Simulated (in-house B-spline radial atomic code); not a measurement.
The numbers below are computed, except where a source is named.
Making a Troullier-Martins p channel for Al, r_c = 1.98 bohr

Al, [Ne] 3s2 3p1, non-relativistic PBE, spherical and spin-unpolarised, from a B-spline radial code for spherical atoms (atomic units). The all-electron 3p level is ε = -0.099955 hartree, its outermost node lies just inside 0.83 bohr and its outer maximum at 2.64 bohr.

Inside r_c the pseudo-orbital is u(r) = r^2 exp(p(r)), with p = c0 + c2 r² + c4 r⁴ + … + c12 r¹². The seven coefficients follow from p and its first four derivatives at r_c, from zero curvature of the screened potential at the origin, c4 = −c2²/(2l + 5), and from the norm inside r_c. At r_c the all-electron orbital has P = 0.5018711, P' = 0.1904113, the screened potential V = -0.7267133, V' = 0.6312323, V'' = -0.694796, and the norm inside is Q = 0.1460664.

Problem. What are p, p' and p'' at r_c?

Solution. p = ln(P/r_c^2) = ln(0.5018711/3.9204) = -2.05561. p' = P'/P − 2/r_c = 0.37940 − 1.01010 = -0.63070. The radial equation gives p'' = 2(V − ε) − 2(2) p'/r_c − p'² = -1.25352 − (-1.27414) − 0.39778 = -0.37716. Differentiating, p''' = 2V' + 2(2)p'/r_c² − 2(2)p''/r_c − 2p'p'' = 0.90515, and p'''' = 2V'' − 4(2)p'/r_c³ + 4(2)p''/r_c² − 2(2)p'''/r_c − 2p''² − 2p'p''' = -2.4806.

For a trial c2 the five matching conditions are linear in c0, c6, c8, c10 and c12, and c2 is varied until the norm inside r_c equals Q. The root nearest zero gives:

```json
{"n": "0", "c_n": "-1.367951"}
{"n": "2", "c_n": "-0.245448"}
{"n": "4", "c_n": "-0.00860639"}
{"n": "6", "c_n": "0.03928021"}
{"n": "8", "c_n": "-0.01653457"}
{"n": "10", "c_n": "0.002753592"}
{"n": "12", "c_n": "-0.0001664088"}
```

Problem. Check c4 and p(r_c), and find the screened pseudopotential at the origin.

Solution. −c2²/7 = -0.00860639, as listed. The terms c_n r_c^n are -1.36795, -0.96225, -0.13228, 2.36682, -3.90584, 2.55007, -0.60417, which sum to -2.05561. Inverting the radial equation, V_l(r) = ε + 2 p'/r + (p'' + p'²)/2, so V_l(0) = ε + (2l + 3) c2 = -0.099955 + 5 × (-0.245448) = -1.3272 hartree, finite where the all-electron potential diverges.

Orbitals and screened potentials:

```tsv
r (bohr)	P	u	V all-electron	V pseudo
0.198	-0.1613	0.009887	-40.37	-1.326
0.495	-0.1838	0.05875	-9.493	-1.274
0.792	-0.01668	0.1375	-3.999	-1.076
1.089	0.1669	0.2318	-2.174	-0.7914
1.386	0.3172	0.3324	-1.338	-0.6689
1.683	0.428	0.4289	-0.9443	-0.7789
1.98	0.5019	0.5019	-0.7267	-0.7267
```

Logarithmic derivatives P'/P at R = 2.28 bohr, for energies E around ε:

```json
{"E − ε (hartree)": "-0.5", "all-electron": "0.786254", "pseudo": "0.781561"}
{"E − ε (hartree)": "-0.25", "all-electron": "0.50848", "pseudo": "0.506841"}
{"E − ε (hartree)": "-0.1", "all-electron": "0.312463", "pseudo": "0.31208"}
{"E − ε (hartree)": "0", "all-electron": "0.165232", "pseudo": "0.165158"}
{"E − ε (hartree)": "0.1", "all-electron": "0.00118491", "pseudo": "0.000666376"}
{"E − ε (hartree)": "0.25", "all-electron": "-0.28617", "pseudo": "-0.289951"}
{"E − ε (hartree)": "0.5", "all-electron": "-0.938754", "pseudo": "-0.965951"}
```

Problem. With P(R) = 0.5433273 and a norm of 0.2288331 inside R, what slope in energy does norm conservation fix?

Solution. d(P'/P)/dE = −2 × (norm inside R)/P(R)² = -1.5503 per hartree·bohr at E = ε, for both atoms, since orbital and norm agree at R. Differences over ±0.1 hartree give -1.5564 (all-electron) and -1.5571 (pseudo), which also hold third-order terms. Half a hartree below ε the two curves differ by -0.0047.
